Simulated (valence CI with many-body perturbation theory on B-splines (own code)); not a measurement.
**Energy levels of Te I**

Computed by valence CI with perturbative core correlation (CI+MBPT): six valence electrons over a frozen Dirac-Fock core [Kr] 4d10, a basis of 9 s, 9 p, 8 d, 6 f, 3 g, 1 h functions for each j, with the one-electron correlation potential Σ1 (screened to all orders), the two-electron term Σ2, the three-electron term Σ3, Breit, model QED; selected single and double excitations, second order for the rest, scaled by the run's own slope (own B-spline code, finite nucleus).

Against 23 measured levels this calculation errs by 166 cm⁻¹ on average and by 300 at most. These come from a selection out of the NIST Handbook of Basic Atomic Spectroscopic Data. Levels without a partner in it may be off by more. Among the levels kept, up to 1400 cm⁻¹ of a level comes from second order outside the variational space, and about a tenth of that is noise between levels of different J, which matters for small intervals.

Levels 1 to 27 of 27, with energies above the lowest level, 5s2 5p4 3P_2. "Leading %" is the weight of the configuration and term that name the level; weights of strongly mixed levels are sums over their largest components and can fall short. In the jj column 3d3/2^4 stands for four electrons in 3d with j = 3/2. Lifetimes count E1, E2, E3, M1 and M2 decay at the calculated energies, and are blank where another channel may lead or the interval is too uncertain; long ones can be off by a factor of two.

```
No.  Configuration  Term  J  E (cm⁻¹)  Leading %      g  Lifetime                       Leading jj
  1        5s2 5p4    3P  2       0.0         86  1.462                5s^2 5p1/2^2 5p3/2^2 (83 %)
  2        5s2 5p4    3P  0      4636         82            144 s      5s^2 5p1/2^2 5p3/2^2 (61 %)
  3        5s2 5p4    3P  1      4652         93  1.501    477 ms        5s^2 5p1/2 5p3/2^3 (93 %)
  4        5s2 5p4    1D  2     10555         85  1.039    274 ms        5s^2 5p1/2 5p3/2^3 (83 %)
  5        5s2 5p4    1S  0     23154         81          25.0 ms              5s^2 5p3/2^4 (60 %)
  6     5s2 5p3 6s   5S°  2     44107         85  1.967   78.9 ns     5s^2 5p1/2^2 5p3/2 6s (41 %)
  7     5s2 5p3 6s   3S°  1     46571         82  1.918   2.41 ns     5s^2 5p1/2^2 5p3/2 6s (45 %)
  8     5s2 5p3 6p    5P  1     53913         80  2.397   41.8 ns  5s^2 5p1/2^2 5p3/2 6p1/2 (40 %)
  9     5s2 5p3 6p    5P  2     53987         76  1.768   41.5 ns  5s^2 5p1/2^2 5p3/2 6p1/2 (33 %)
 10     5s2 5p3 6p    5P  3     54250         84  1.643   37.1 ns  5s^2 5p1/2^2 5p3/2 6p3/2 (41 %)
 11     5s2 5p3 6s   3D°  1     54677         66  0.682   7.98 ns     5s^2 5p1/2 5p3/2^2 6s (48 %)
 12     5s2 5p3 6s   3D°  2     54786         56  1.235   5.68 ns     5s^2 5p1/2 5p3/2^2 6s (46 %)
 13     5s2 5p3 6p    3P  1     55109         79  1.505   51.9 ns  5s^2 5p1/2^2 5p3/2 6p3/2 (46 %)
 14     5s2 5p3 6p    3P  2     55460         77  1.500   46.8 ns  5s^2 5p1/2 5p3/2^2 6p3/2 (33 %)
 15     5s2 5p3 5d   5D°  3     55473         74  1.463   43.9 ns  5s^2 5p1/2^2 5p3/2 5d3/2 (22 %)
 16     5s2 5p3 5d   5D°  4     55521         82  1.484            5s^2 5p1/2 5p3/2^2 5d5/2 (39 %)
 17     5s2 5p3 5d   5D°  0     55526         82           251 ns  5s^2 5p1/2 5p3/2^2 5d3/2 (40 %)
 18     5s2 5p3 6p    3P  0     55563         87          51.5 ns  5s^2 5p1/2 5p3/2^2 6p3/2 (47 %)
 19     5s2 5p3 5d   5D°  2     55601         74  1.447   95.3 ns  5s^2 5p1/2^2 5p3/2 5d3/2 (29 %)
 20     5s2 5p3 5d   5D°  1     55680         79  1.454    141 ns  5s^2 5p1/2 5p3/2^2 5d3/2 (34 %)
 21     5s2 5p3 6s   3D°  3     56728         77  1.349   16.8 ns     5s^2 5p1/2 5p3/2^2 6s (77 %)
 22     5s2 5p3 6s   1D°  2     56984         40  1.099   4.57 ns     5s^2 5p1/2 5p3/2^2 6s (46 %)
 23     5s2 5p3 5d   3D°  2     58401         44  1.111   3.33 ns     5s^2 5p1/2 5p3/2^2 6s (40 %)
 24     5s2 5p3 5d   3D°  1     58618         77  0.535   3.14 ns  5s^2 5p1/2 5p3/2^2 5d5/2 (38 %)
 25     5s2 5p3 5d   3D°  3     58641         73  1.313   2.48 ns  5s^2 5p1/2 5p3/2^2 5d5/2 (24 %)
 26     5s2 5p3 7s   5S°  2     60193         84  1.962   51.0 ns     5s^2 5p1/2^2 5p3/2 7s (42 %)
 27     5s2 5p3 7s   3S°  1     60724         83  1.929   9.34 ns     5s^2 5p1/2^2 5p3/2 7s (42 %)
```

Names give the largest LS component (configuration and term), which can be under half, so a name can repeat, a term be missing and a line seem to break the LS rules; names also repeat where a configuration has a term twice.

The ionisation energy to 5s2 5p3 4S°_3/2 of the next ion comes out as 8.9626 eV (NIST: 9.00981 eV (measured), further off than twice its uncertainty). All 27 levels together are meant to be complete up to 61702 cm⁻¹.
